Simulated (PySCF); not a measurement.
Working out the ionisation energy of O⁺

O⁺ [He] 2s2 2p3 (4S) → O²⁺ [He] 2s2 2p2 (3P). Computed with PySCF 2.14 in x2c-SVPall (3s2p1d, 14 functions), with scalar relativity by spin-free X2C-1e. Frozen: 1s2. Energies in hartree (1 hartree = 27.21139 eV):

```json
{"part": "UHF", "O⁺ (lower)": "-74.328093", "O²⁺ (upper)": "-73.052317"}
{"part": "CCSD correlation", "O⁺ (lower)": "-0.083925", "O²⁺ (upper)": "-0.077577"}
{"part": "(T)", "O⁺ (lower)": "-0.000568", "O²⁺ (upper)": "-0.000630"}
```

Task: What does Hartree-Fock give?

Result: (-73.052317) − (-74.328093) = 1.275776 hartree = 34.716 eV.

Task: What do CCSD and CCSD(T) give?

Result: The CCSD correlation energies differ by 0.006348 hartree = 0.173 eV and the triples by -0.000062 hartree = -0.002 eV, so CCSD gives 34.889 eV and CCSD(T) 34.887 eV.

Reference: 35.121 eV (measured; NIST Atomic Spectra Database, ionization energies), between the lowest levels; spin-orbit coupling is absent from the calculation.

A double-zeta basis recovers only part of the correlation energy.

What remains against the reference includes basis incompleteness, the frozen core and higher excitations.
